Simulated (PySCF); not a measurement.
Electron correlation in Se (selenium, neutral)

[Ar] 3d10 4s1 4p5, high-spin 3P determinant (an excited configuration). All numbers are calculated (PySCF 2.14, scalar relativity by spin-free X2C-1e, in x2c-TZVPPall (6s5p4d1f, 48 functions)). Frozen: [Ne]; 24 electrons correlated.

MP2 pair energies summed by pair of shells (mhartree):

```json
{"pair": "4p-4p", "energy": "-116.52", "share (%)": "35.9"}
{"pair": "3d-3d", "energy": "-88.52", "share (%)": "27.3"}
{"pair": "3p-3d", "energy": "-39.39", "share (%)": "12.1"}
{"pair": "3d-4p", "energy": "-22.30", "share (%)": "6.9"}
{"pair": "3s-3d", "energy": "-18.72", "share (%)": "5.8"}
{"pair": "4s-4p", "energy": "-15.85", "share (%)": "4.9"}
{"pair": "3p-3p", "energy": "-6.87", "share (%)": "2.1"}
{"pair": "3d-4s", "energy": "-5.73", "share (%)": "1.8"}
{"pair": "3s-3p", "energy": "-4.87", "share (%)": "1.5"}
{"pair": "3p-4p", "energy": "-3.00", "share (%)": "0.9"}
{"pair": "3p-4s", "energy": "-1.09", "share (%)": "0.3"}
{"pair": "3s-3s", "energy": "-1.05", "share (%)": "0.3"}
{"pair": "3s-4p", "energy": "-0.55", "share (%)": "0.2"}
{"pair": "3s-4s", "energy": "-0.19", "share (%)": "0.1"}
```

Total MP2 correlation energy: -324.65 mhartree.

Same-spin part -95.63 and opposite-spin part -229.02 mhartree; SCS-MP2 scales them by 1/3 and 6/5 to -306.70 mhartree.

This basis was not built for core-valence correlation, so the inner-shell part is incomplete.
